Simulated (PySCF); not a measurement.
Telling isomers of C₅H₁₆O₂Si₂ apart by NMR

All values are calculated (PySCF 2.14.0 with density-fitted response routines): NMR shieldings at PBE0/pcSseg-1/GIAO, structure optimised with GFN2-xTB. No relativistic terms, averaged over atoms made equivalent by symmetry, fast rotation or ring inversion, one computed conformer, no solvent.

References, each an isolated molecule treated in the same way: 1H (31.72 ppm) and 13C (186.93 ppm) vs TMS. Where no couplings were computed, multiplicities follow the n + 1 count of equivalent neighbours, and m marks all less simple cases (inequivalent or close neighbours, rings, F or P nearby). Shifts are as computed. Against solution values, carbons near 30 ppm lie about +3 ppm off and those near 130 ppm about +5 ppm. Of 1309 compounds with measured shifts, 239 miss one by over three times the rms of a fit or turn the order of signals round; such compounds aren't used in these exercises.

(1) Tabulate the signals of `C[SiH2]O[Si@@H](C)OC(C)C`, `CC(C)(C)CO[SiH2]O[SiH3]` and their relative energies.

(2) What is the quickest way to tell C[SiH2]O[Si@@H](C)OC(C)C from CC(C)(C)CO[SiH2]O[SiH3]?

Results:

(1) 
| SMILES | carbon types | δC | δH | E rel. (kcal/mol) |
| --- | --- | --- | --- | --- |
| C[SiH2]O[Si@@H](C)OC(C)C | 1×CH 4×CH3 | 67.2, 27.8, 25.9, 1.1, 0.7 | 5.25 (m, 1H), 5.24 (m, 1H), 5.07 (q, 1H), 4.30 (m, 1H), 1.27 (d, 3H), 1.26 (d, 3H), 0.35 (m, 3H), 0.05 (d, 3H) | 0.0 |
| CC(C)(C)CO[SiH2]O[SiH3] | 1×C 1×CH2 3×CH3 | 72.8, 35.6, 27.3 | 5.20 (s, 3H), 4.94 (s, 2H), 3.53 (s, 2H), 1.01 (s, 9H) | 25.7 |

Energies are electronic energies at PBE0/pcSseg-1 on these geometries, without zero-point or thermal terms, each for the one conformer computed, which needn't be the lowest.

(2) Count the carbon signals: 5 against 3. The first has an sp3 CH bonded to O at 67.2 ppm, the second an sp3 CH2 bonded to O at 72.8 ppm.
